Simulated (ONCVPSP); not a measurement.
**Transferability test, ONCV potential for magnesium (Mg)**

Mg (Z = 12), optimised norm-conserving Vanderbilt (ONCV), made with ONCVPSP 4.0.1 (PBE, scalar-relativistic). Core [He], reference 2s2 2p6 (charge +2). Waves: 2s: rc 0.95 bohr, ncon 4, nbas 9, qcut 13.7 1/bohr, 3 projectors, debl 2.9 Ha; 2p: rc 0.85 bohr, ncon 5, nbas 10, qcut 19.5 1/bohr, 2 projectors, debl 3.8 Ha; d scattering state at 0.09 Ha: rc 0.95 bohr, ncon 4, nbas 8, qcut 10 1/bohr, 1 projector. Local part: polynomial inside 0.65 bohr (lpopt 5, dvloc0 0 Ha). Core correction: Teter function, fcfact 2.5, rcfact 1.3.

In the s channel the program set the typed energies aside and used -3.674, 0.250, 3.150 Ha.

Energies are relative to the spin-unpolarised reference configuration 2s2 2p6; without spin polarisation the order of configurations can differ from experiment.

```
valence configuration  charge  ΔE all-electron (eV)  error AE − PS (meV)
          2s2 2p6 3s2       0               -22.985                 +0.1
          2s2 2p6 3s1      +1               -15.025                 +0.1
        2s2 2p6 3s1.5    +0.5               -19.841                 +0.1
```

Task: What are ΔE and the potential's error for 2s2 2p6 3p2?

Result: ΔE = -15.802 eV all-electron; the error (AE − PS) is +0.4 meV.
